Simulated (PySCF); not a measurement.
Bonds: Zn1-C2 1.934 Å, Zn1-N6 1.824 Å. C2 carries H3, H4, H5; N6 carries H7, H8.

All values are calculated (PySCF 2.14): PBE0-D3(BJ)/def2-SVP structure, B3LYP/pcSseg-1 (pcSseg-2 on Zn) with gauge-including orbitals. Isolated molecule, single conformer, rapidly exchanging positions averaged, relativity neglected.

Chemical shifts δ = σref − σ; TMS for ¹³C (179.24 ppm), ¹H (31.38 ppm); ¹⁵N (263.54 ppm) against NH3, all at this level.

| atoms | nucleus | count | δ (ppm) |
| --- | --- | --- | --- |
| C2 | ¹³C | 1 | -17.1 |
| N6 | ¹⁵N | 1 | ? |
| H7/H8 | ¹H | 2 | ? |
| H3/H4/H5 | ¹H | 3 | -0.25 |

Task: Complete the table.

Result: 
- H7/H8: -0.49 ppm, hydrogen on a nitrogen bonded to Zn
- N6: -1.7 ppm, nitrogen bonded to Zn, 2 H

Exchangeable OH/NH protons stand at their gas-phase positions; hydrogen bonding in a real sample shifts them, mostly to higher δ. Shifts are as computed, not scaled to solution data. Of 1211 compounds with measured shifts, 218 miss one by over three times the rms of a fit or turn the order of signals round; such compounds aren't used in these exercises. Experimental scales use liquid or dissolved standards, which lie at an offset from isolated NH3 (liquid NH3: subtract about 20 ppm).
